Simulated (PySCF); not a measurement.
## Spinor energies of Bi²⁺ (bismuth, charge +2)

Start: [Xe] 4f14 5d10 6s2 6p1; 6p3/2 filled at m_j = +3/2. Calculated with PySCF 2.14 in x2c-TZVPall-2c: generalised Hartree-Fock with the X2C-1e Hamiltonian and a Gaussian nucleus; spin-orbit coupling (SO) screened by Boettger's factors. This is a chosen level, not necessarily the ground level.

```json
{"spinor shell": "1s1/2", "electrons": "2", "ε, screened SO (eV)": "-91028.2", "weight of nominal j (screened SO)": "1.000", "rms radius, screened SO (bohr)": "0.0178"}
{"spinor shell": "2s1/2", "electrons": "2", "ε, screened SO (eV)": "-16526.0", "weight of nominal j (screened SO)": "1.000", "rms radius, screened SO (bohr)": "0.0718"}
{"spinor shell": "2p1/2", "electrons": "2", "ε, screened SO (eV)": "-15854.2", "weight of nominal j (screened SO)": "1.000", "rms radius, screened SO (bohr)": "0.0606"}
{"spinor shell": "2p3/2", "electrons": "4", "ε, screened SO (eV)": "-13529.8", "weight of nominal j (screened SO)": "1.000", "rms radius, screened SO (bohr)": "0.0691"}
{"spinor shell": "3s1/2", "electrons": "2", "ε, screened SO (eV)": "-4075.9", "weight of nominal j (screened SO)": "1.000", "rms radius, screened SO (bohr)": "0.183"}
{"spinor shell": "3p1/2", "electrons": "2", "ε, screened SO (eV)": "-3773.3", "weight of nominal j (screened SO)": "1.000", "rms radius, screened SO (bohr)": "0.175"}
{"spinor shell": "3p3/2", "electrons": "4", "ε, screened SO (eV)": "-3245.8", "weight of nominal j (screened SO)": "1.000", "rms radius, screened SO (bohr)": "0.192"}
{"spinor shell": "3d3/2", "electrons": "4", "ε, screened SO (eV)": "-2755.6", "weight of nominal j (screened SO)": "1.000", "rms radius, screened SO (bohr)": "0.168"}
{"spinor shell": "3d5/2", "electrons": "6", "ε, screened SO (eV)": "-2644.1", "weight of nominal j (screened SO)": "1.000", "rms radius, screened SO (bohr)": "0.172"}
{"spinor shell": "4s1/2", "electrons": "2", "ε, screened SO (eV)": "-989.14", "weight of nominal j (screened SO)": "1.000", "rms radius, screened SO (bohr)": "0.401"}
{"spinor shell": "4p1/2", "electrons": "2", "ε, screened SO (eV)": "-856.40", "weight of nominal j (screened SO)": "1.000", "rms radius, screened SO (bohr)": "0.404"}
{"spinor shell": "4d3/2", "electrons": "4", "ε, screened SO (eV)": "-508.61", "weight of nominal j (screened SO)": "1.000", "rms radius, screened SO (bohr)": "0.446"}
{"spinor shell": "4d5/2", "electrons": "6", "ε, screened SO (eV)": "-483.33", "weight of nominal j (screened SO)": "1.000", "rms radius, screened SO (bohr)": "0.457"}
{"spinor shell": "4f5/2", "electrons": "6", "ε, screened SO (eV)": "-200.26", "weight of nominal j (screened SO)": "1.000", "rms radius, screened SO (bohr)": "0.479"}
{"spinor shell": "5s1/2", "electrons": "2", "ε, screened SO (eV)": "-199.63", "weight of nominal j (screened SO)": "1.000", "rms radius, screened SO (bohr)": "0.890"}
{"spinor shell": "4f7/2", "electrons": "8", "ε, screened SO (eV)": "-194.83", "weight of nominal j (screened SO)": "1.000", "rms radius, screened SO (bohr)": "0.481"}
{"spinor shell": "5p1/2", "electrons": "2", "ε, screened SO (eV)": "-151.28", "weight of nominal j (screened SO)": "1.000", "rms radius, screened SO (bohr)": "0.953"}
{"spinor shell": "5p3/2", "electrons": "4", "ε, screened SO (eV)": "-126.00", "weight of nominal j (screened SO)": "1.000", "rms radius, screened SO (bohr)": "1.04"}
{"spinor shell": "5d3/2", "electrons": "4", "ε, screened SO (eV)": "-55.641", "weight of nominal j (screened SO)": "0.999", "rms radius, screened SO (bohr)": "1.28"}
{"spinor shell": "5d5/2", "electrons": "6", "ε, screened SO (eV)": "-52.357", "weight of nominal j (screened SO)": "0.999", "rms radius, screened SO (bohr)": "1.33"}
{"spinor shell": "6s1/2", "electrons": "2", "ε, screened SO (eV)": "-34.313", "weight of nominal j (screened SO)": "1.000", "rms radius, screened SO (bohr)": "2.24"}
{"spinor shell": "6p3/2", "electrons": "1", "ε, screened SO (eV)": "-22.480", "weight of nominal j (screened SO)": "1.000", "rms radius, screened SO (bohr)": "2.90"}
```

(1) Where does 4p3/2 lie, and what is the 4p spin-orbit splitting (screened SO)?

```tsv
quantity	screened SO
E (hartree)	-21554.07017
M_J	3/2
⟨J²⟩	3.756
⟨L²⟩	2.210
⟨S²⟩	0.958
```

Each row is a mean over spinors that exchange with the open shell spreads, by up to 1.985 eV (6s1/2).

Breit and QED terms are absent; they matter most for the inner s and p1/2 levels.

Densities and radii are taken from the X2C orbitals without a picture-change correction, which distorts them close to the nucleus.

Results:

(1) At -724.61 eV, 131.79 eV above 4p1/2.
